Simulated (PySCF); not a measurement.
C2H5 (SMILES [CH2-]C), charge -1, singlet, geometry from GFN2-xTB (in this run its highest filled SCF level lies above zero, so its values depend strongly on the basis, on diffuse functions most of all). Base run: B3LYP/6-31+G*, TDA run with PySCF.

The PySCF input:
```python
from pyscf import gto, scf, dft, tdscf

mol = gto.Mole()
mol.atom = '''
    C    -0.01030605    0.12039198    0.84239216
    C     0.00777321    0.03042594   -0.68103923
    H    -0.90060325   -0.50218287    1.18466735
    H     0.87721669   -0.49440679    1.20530634
    H     0.01788960   -0.99414568   -1.16642992
    H    -0.87309007    0.53904978   -1.10608662
    H     0.89378407    0.54677798   -1.08557470
'''
mol.basis = '6-31+g*'
mol.charge = -1
mol.verbose = 4
mol.build()

mf = dft.RKS(mol)
mf.xc = 'b3lyp'
mf.kernel()
td = mf.TDA()
td.nstates = 5
td.kernel()
td.analyze()
```

Variants of this job, named by their change:

```tsv
change	first excitation (eV)	oscillator strength of the first	second (eV)	core-seconds (rough)
base	1.78	0.042	2.48	10
guess vectors = 13 for 5 states	1.78	0.042	2.48	10
conv_tol = 1e-3	1.78	0.042	2.48	9
states = triplets	1.68	-	2.31	20
functional = m062x	2.32	0.029	2.66	40
functional = camb3lyp	2.30	0.031	2.69	20
functional = pbe	1.45	0.046	2.27	10
functional = lc_wpbe	3.04	0.021	3.13	20
basis = cc-pVDZ	3.15	0.012	4.45	10
response = full linear response	1.77	0.037	2.47	30
```

An iterative solver can miss low states, so a row lists the states that it found.
